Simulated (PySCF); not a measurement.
**Question.** Give a PBE0-D3(BJ)/def2-SVP geometry of `C#C[SiH2][SiH2]O`.

**Answer.** 
```
atom  x, y, z in Å
C1     1.166    2.088    0.926
C2     1.187    0.925    0.562
Si3    1.042   -0.818   -0.020
Si4   -1.288   -1.000   -0.298
O5    -1.791    0.506   -0.816
H6     1.178    3.113    1.254
H7     1.628   -1.735    1.003
H8     1.801   -0.956   -1.299
H9    -1.695   -1.991   -1.333
H10   -1.901   -1.397    1.010
H11   -1.290    1.238   -0.435
```

Any rigid rotation of these coordinates is as good. Atoms count from 1 in this order. Si3 (SiH2 silicon) is distorted tetrahedral (angles from 100.9° to 114.9°). Of the pairs four or more bonds apart, C2···H11 is among the closest relative to their van der Waals radii: 2.69 Å, 93 % of the sum of Bondi's values. Si4 (oxygen-bound silicon) is distorted tetrahedral (angles from 105.4° to 113.8°).

Bonds between heavy atoms (Å): C1≡C2 1.219, C2–Si3 1.843, Si3–Si4 2.354, Si4–O5 1.670.

Method used: PySCF, PBE0-D3(BJ)/def2-SVP geometry optimisation, gas phase.

Point group: C1 (no symmetry element, even within 0.4 Å). Whether it is a minimum is left open (no frequencies). One conformer, not necessarily the lowest (C2–Si3–Si4–O5 34°, Si3–Si4–O5–H -35°).
